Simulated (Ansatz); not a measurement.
System: sum formula SiBr$_{2}$F (charge 0, doublet). It need not be the lowest isomer of its formula. SMILES: Br[Si](Br)F
Geometry: optimised at B3LYP-D3(BJ)/def2-TZVP (Ansatz, a first-principles code).

Computed values are from Ansatz. Valence correlation only, unless marked. UHF or UKS for open shells. No spin-orbit coupling. Frozen are the shells of the preceding noble gas and the d and f shells that filled before the atom's block. No relativistic terms. CBS(X,Y): correlation extrapolated as X^-3; Hartree-Fock from the larger set.

Problem. What is the total energy at CCSD(T)/CBS(def2-TZVPP,def2-QZVPP)?

Solution. -5534.3386 Eh.

Problem. What is the atomisation energy De at CCSD(T)/CBS(def2-TZVPP,def2-QZVPP)?

Solution. 1216.9 kJ/mol.

Problem. What is the dipole moment at CCSD(T)/def2-SVPD?

Solution. 0.85 D.

Problem. What is the T1 diagnostic at CCSD/def2-QZVPP?

Solution. 0.014.
